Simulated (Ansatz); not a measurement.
Consider the formal hydrolysis of a C–C bond: `C=C(C)CC(C)(C)C` + H₂O → `CC(C)(C)CO` + propene.

Isolated molecules relaxed with PBE0-D4/def2-TZVP in Ansatz; ΔE leaves out vibrations. CBS: MP2 limit from def2 TZ/QZ plus the TZ coupled-cluster correction, frozen cores. This one scheme is used for every species. DFT in def2-TZVPP. One conformer a species, not always the lowest.

`C=C(C)CC(C)(C)C`:

Z-matrix (Å, degrees):
```
C
C 1 1.497
H 1 1.091 2 111.6
H 1 1.096 2 110.1 3 120.2
H 1 1.093 2 111.8 3 -121.8
C 2 1.505 1 116.9 3 177.7
C 2 1.330 1 121.3 3 -4.4
C 6 1.546 2 116.9 1 -94.3
H 6 1.096 2 108.8 1 28.0
H 6 1.095 2 109.1 1 143.8
H 7 1.085 2 121.5 1 -177.1
H 7 1.085 2 121.5 1 2.3
C 8 1.526 6 107.4 2 174.5
C 8 1.525 6 110.4 2 -66.7
C 8 1.525 6 111.6 2 54.9
H 13 1.093 8 110.8 6 178.2
H 13 1.094 8 111.1 6 -61.8
H 13 1.094 8 111.1 6 58.3
H 14 1.094 8 110.4 6 -178.3
H 14 1.092 8 111.3 6 61.7
H 14 1.094 8 111.1 6 -58.7
H 15 1.094 8 110.2 6 175.8
H 15 1.094 8 111.5 6 56.3
H 15 1.092 8 111.4 6 -64.9
```

H₂O:

```xyz
3

O    -0.070    0.069    0.377
H     0.328    0.664   -0.263
H    -0.258   -0.734   -0.114
```

`CC(C)(C)CO`:

Cartesian coordinates in Å:
```
C -1.193 -1.014 0.034
C -0.135 0.082 0.035
C -0.793 1.446 -0.144
C 0.638 0.057 1.351
C 0.827 -0.127 -1.137
O 1.514 -1.359 -1.117
H -1.795 -0.975 -0.878
H -0.730 -2.001 0.087
H -1.869 -0.904 0.887
H -0.052 2.251 -0.134
H -1.508 1.640 0.661
H -1.337 1.500 -1.092
H 1.433 0.810 1.359
H 1.088 -0.923 1.534
H -0.025 0.266 2.194
H 1.535 0.714 -1.176
H 0.260 -0.119 -2.073
H 2.142 -1.343 -0.391
```

`C=CC`:

Cartesian coordinates in Å:
```
C -0.751 -1.158 0.120
C 0.155 -0.251 0.457
C 0.469 0.978 -0.324
H -1.342 -1.058 -0.785
H -0.934 -2.033 0.732
H 0.724 -0.396 1.374
H 0.300 1.878 0.275
H 1.522 0.994 -0.623
H -0.143 1.046 -1.225
```

| level | ΔE (kJ/mol) |
| --- | --- |
| PBE-D4 | 46.2 |
| r2SCAN | 40.6 |
| RPA@PBE/def2-TZVPP | 46.9 |
| MP2/def2-SVP | 48.7 |

Problem. What does CCSD(T)/CBS give? (Estimate.)

Solution. Ansatz gave: +55.7 kJ/mol. The listed levels differ from it by -9.5, -15.1, -8.8, -7.0 kJ/mol.

Largest T1 diagnostic among the species: 0.010.

At CCSD(T), def2-SVP lies −17.2 kJ/mol from the extrapolated value and def2-TZVPP −4.4 kJ/mol. From BLYP to BHLYP (50 % exact exchange), in def2-TZVPP and without D4, ΔE moves by +7.5 kJ/mol. In def2-TZVPP, CCSD(T) changes the Hartree–Fock value by +31.1 kJ/mol (the triples alone add +4.2 kJ/mol) and MP2 by +42.6 kJ/mol.
